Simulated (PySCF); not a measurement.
**Correlation energy of As (arsenic, neutral)**

[Ar] 3d10 4s1 4p3 5s1, high-spin 6S determinant (an excited configuration). Computed with PySCF 2.14 in dyall-av2z, with the non-relativistic Hamiltonian (point nucleus). Frozen: [Ar] 3d10; 5 electrons correlated; the 34 highest virtual orbitals of each spin left out.

```csv
level,correlation energy (mhartree)
CCSD,-31.39
(T),-0.30
CCSD(T),-31.69
```

Diagnostics: T1 = 0.0057, D1 = 0.0163, largest double amplitude 0.035.

The outer electron is Rydberg-like, and this basis confines it to a smaller radius and binds it less than a complete one would.

Cost of the coupled-cluster step: about 2 core-seconds, for 5 correlated electrons.
